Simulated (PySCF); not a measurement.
A PySCF script (with the pyscf-properties extension) for the NMR shieldings of triethylgallium, C6H15Ga, on a GFN2-xTB geometry:

```python
import basis_set_exchange as bse
import numpy as np
from pyscf import gto, dft
from pyscf.prop import nmr

atoms = """
C    -1.354524    2.576019    0.372370
C    -1.028173    1.687799   -0.835736
Ga    0.176567    0.085070   -0.289595
C    -0.530337   -1.867616   -0.368053
C    -2.024615   -1.916900   -0.697054
C     2.108417    0.431856    0.395997
C     2.914958   -0.868814    0.462984
H    -1.951973    3.440263    0.076960
H    -0.437606    2.940645    0.839523
H    -1.914835    2.016061    1.122877
H    -1.961437    1.335308   -1.291537
H    -0.519838    2.297000   -1.594540
H     0.030856   -2.441464   -1.116054
H    -0.347420   -2.361333    0.594746
H    -2.389371   -2.944686   -0.740376
H    -2.602458   -1.382232    0.059116
H    -2.220307   -1.447734   -1.662669
H     2.078634    0.894160    1.391041
H     2.616019    1.151952   -0.258545
H     2.421570   -1.592897    1.113938
H     3.920072   -0.695184    0.850713
H     3.005391   -1.317887   -0.527642
"""
names = dict.fromkeys(["C", "Ga", "H"], "pcSseg-1")
basis = {el: gto.basis.parse(bse.get_basis(n, elements=[el], fmt="nwchem")) for el, n in names.items()}
mol = gto.M(atom=atoms, basis=basis, charge=0, verbose=0)
mf = dft.RKS(mol, xc="PBE0")
mf.grids.level = 2
mf.grids.alignment = dft.numint.BLKSIZE   # the property module wants whole blocks of grid points
mf.conv_tol = 1e-9
mf.kernel()

calc = nmr.RKS(mf)   # GIAO
C = mf.mo_coeff
Co = C[:, mf.mo_occ > 0]
resp = mf.gen_response(singlet=True, hermi=2)
def vind(x):   # induced exchange potential for any number of trial vectors
    d = np.einsum("pi,xij,qj->xpq", C, 2 * x.reshape(-1, C.shape[1], Co.shape[1]), Co, optimize=True)
    return np.einsum("xpq,pi,qj->xij", resp(d - d.transpose(0, 2, 1)), C, Co, optimize=True).ravel()
mo1, _ = nmr.rhf.solve_mo1(calc, with_cphf=vind)
sigma = calc.kernel(mo1)
for i, s in enumerate(sigma):   # ppm
    w = np.linalg.eigvalsh((s + s.T) / 2)
    print("%2d %-2s iso %8.1f  s11 %8.1f  s22 %8.1f  s33 %8.1f" % (i, mol.atom_pure_symbol(i), w.mean(), *w))
```

Task: Give the expected output.

Result: 
```
 0 C  iso    175.7  s11    168.2  s22    172.5  s33    186.5
 1 C  iso    170.9  s11    149.0  s22    175.9  s33    188.0
 2 Ga iso   1066.0  s11    932.0  s22   1001.3  s33   1264.7
 3 C  iso    168.9  s11    150.4  s22    174.6  s33    181.6
 4 C  iso    173.1  s11    165.1  s22    169.3  s33    184.9
 5 C  iso    167.9  s11    153.4  s22    169.4  s33    180.9
 6 C  iso    173.0  s11    163.7  s22    169.6  s33    185.5
 7 H  iso     30.1  s11     25.1  s22     27.2  s33     38.1
 8 H  iso     30.4  s11     25.1  s22     30.2  s33     36.0
 9 H  iso     30.7  s11     25.8  s22     29.6  s33     36.7
10 H  iso     30.0  s11     25.5  s22     29.5  s33     35.1
11 H  iso     30.8  s11     26.7  s22     28.7  s33     37.0
12 H  iso     30.6  s11     25.2  s22     30.4  s33     36.2
13 H  iso     30.4  s11     25.1  s22     30.4  s33     35.6
14 H  iso     30.1  s11     24.5  s22     27.8  s33     37.9
15 H  iso     30.4  s11     25.8  s22     29.3  s33     36.0
16 H  iso     30.2  s11     25.7  s22     29.3  s33     35.7
17 H  iso     30.6  s11     25.6  s22     30.2  s33     36.0
18 H  iso     30.6  s11     25.4  s22     30.2  s33     36.2
19 H  iso     30.3  s11     25.4  s22     30.0  s33     35.5
20 H  iso     30.1  s11     24.6  s22     27.8  s33     38.0
21 H  iso     30.5  s11     26.2  s22     29.2  s33     36.1
```

These numbers come from an equivalent density-fitted implementation of the same equations, which agrees with the script to about 0.01 ppm for H and up to a few tenths of a ppm for heavy atoms, so last digits may differ.

Relativistic effects, spin–orbit coupling among them, are left out; they matter for Ga and for the light atoms bonded to it.

Size and cost of the density-fitted run: 218 basis functions, 51 s wall time on 1 thread of an Arm Neoverse V1, shared host.
